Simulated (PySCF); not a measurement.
Molecule: ethylidifluoroborane, C$_{2}$H$_{5}$BF$_{2}$.

Bonds (- single, = double, # triple, : aromatic): C1-C2, C2-B3, B3-F4, B3-F5. C1 carries H6, H7, H8; C2 carries H9, H10.

Frames of a GFN2-xTB Langevin trajectory at 300 K; GIAO PBE0/pcSseg-1 shieldings in PySCF 2.14.0 with density-fitted response routines, gas phase, non-relativistic; equivalent atoms averaged within each frame.

Shifts are taken against calculated references (same method and geometry level): ¹³C (σ = 186.93 ppm) and ¹H (σ = 31.72 ppm) vs TMS; ¹¹B (σ = 100.07 ppm) vs BF3·OEt2; CFCl3 for ¹⁹F (σ = 170.95 ppm). The references are static minima.

How do the shifts (ppm) fluctuate along the trajectory?

## Answers


| time (fs) | C1 | C2 | B3 | F4/F5 | H6/H7/H8 | H9/H10 |
| --- | --- | --- | --- | --- | --- | --- |
| optimised geometry | 9.0 | 8.0 | 28.9 | -68.7 | 1.06 | 1.10 |
| 250 | 14.4 | 9.2 | 27.4 | -69.4 | 1.89 | 1.11 |
| 425 | 5.2 | 6.0 | 27.0 | -74.0 | 0.91 | 0.82 |
| 625 | -0.2 | 9.8 | 26.7 | -69.1 | 0.52 | 2.27 |
| 800 | 7.7 | 9.6 | 29.4 | -56.9 | 1.81 | 0.87 |
| 1000 | 17.6 | 8.0 | 26.8 | -69.5 | 2.07 | 1.21 |
| mean of frames | 8.9 | 8.5 | 27.5 | -67.8 | 1.44 | 1.25 |
| standard deviation | 7.1 | 1.6 | 1.1 | 6.4 | 0.68 | 0.59 |

5 frames give an uncertainty of the mean of about the standard deviation over 2.2 at best, since frames this close in time may not be independent; classical motion lacks zero-point vibration, and the reference would need the same averaging.
